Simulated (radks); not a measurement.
Values are calculated unless marked as measured or tabulated.
Species: As I. Configuration: [Ar] 3d9 4s2 4p4 (not the ground configuration). Code: a radial shooting solver on a logarithmic mesh with Libxc functionals. Model: scalar-relativistic Kohn-Sham, PBEsol, spin-polarised, spherical densities, point nucleus; open shells are filled with parallel spins first.

Normalised radial functions P(r) = r R(r), r in bohr:

r         4s down  4p down
0.004541   0.0626   0.0023
0.00596    0.0775   0.0038
0.007823   0.0944   0.0062
0.01027    0.1123   0.0101
0.01348    0.1294   0.0162
0.01769    0.1425   0.0258
0.02322    0.1464   0.0401
0.03048    0.1343   0.0606
0.04033    0.0971   0.0892
0.05294    0.0313   0.1233
0.06948   -0.0614   0.1588
0.0912    -0.1638   0.1846
0.1197    -0.2387   0.1827
0.1571    -0.2352   0.1325
0.2062    -0.1150   0.0230
0.2707     0.1055  -0.1283
0.3582     0.3318  -0.2678
0.4702     0.3970  -0.3050
0.6171     0.2122  -0.1895
0.81      -0.1725   0.0630
1.063     -0.5764   0.3654
1.396     -0.8064   0.6044
1.832     -0.7791   0.6970
2.404     -0.5611   0.6295
3.181     -0.2962   0.4535
4.176     -0.1153   0.2651
5.481     -0.0309   0.1228
7.195     -0.0052   0.0427

4s down: eigenvalue -15.720 eV, 3 radial nodes at r = 0.0585, 0.240, 0.724 bohr, <r> = 1.84 bohr, 90 % of the charge inside 2.77 bohr. 4p down: eigenvalue -5.516 eV, 2 radial nodes at r = 0.216, 0.763 bohr, <r> = 2.38 bohr, 90 % of the charge inside 3.73 bohr.
